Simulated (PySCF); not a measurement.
Structure with atom numbers: `[CH3:1][C:2](/[CH:3]=[N:4]\[SiH3:5])=[CH:6]\[CH:7]=[O:8]`. Hydrogens are named by the atom that carries them.

How the numbers were obtained: σ from GIAO-PBE0/pcSseg-1, GFN2-xTB geometry, in PySCF 2.14.0 with density-fitted response routines (rapidly exchanging positions averaged, a single conformation, non-relativistic, isolated molecule).

δ = σ(ref) − σ, references computed at the same level: TMS for 13C (σ = 186.93 ppm).

Q: Do the 13C shifts follow the atomic charges (in e)? Tabulate both.

A: 
| atoms | hybridisation | δ (ppm) | σ para (ppm) | Hirshfeld | IAO | Mulliken | ESP-fitted |
| --- | --- | --- | --- | --- | --- | --- | --- |
| C7 | sp2 | 193.4 | -255 | +0.11 | +0.25 | +0.29 | +0.60 |
| C3 | sp2 | 179.4 | -244 | +0.06 | +0.06 | +0.25 | +0.30 |
| C2 | sp2 | 156.2 | -237 | +0.03 | +0.02 | -0.37 | +0.26 |
| C6 | sp2 | 134.1 | -203 | -0.05 | -0.20 | -0.12 | -0.51 |
| C1 | sp3 | 15.5 | -75 | -0.11 | -0.43 | -0.15 | -0.62 |

Correlation coefficients of δ with charge over these carbons: Hirshfeld +0.91, IAO +0.94, Mulliken +0.47, ESP-fitted +0.84; with the paramagnetic shielding -0.99. Among the 4 sp2 carbons alone: Hirshfeld +0.98, IAO +0.96, Mulliken +0.77, ESP-fitted +0.93. With so few points, grouped by hybridisation, these coefficients are fragile. Charge is one influence among several: hybridisation and low-lying excitations act through the paramagnetic term.

Shifts are as computed. Against solution values, carbons near 30 ppm lie about +3 ppm off and those near 130 ppm about +5 ppm. Of 1211 compounds with measured shifts, 218 miss one by over three times the rms of a fit or turn the order of signals round; such compounds aren't used in these exercises.
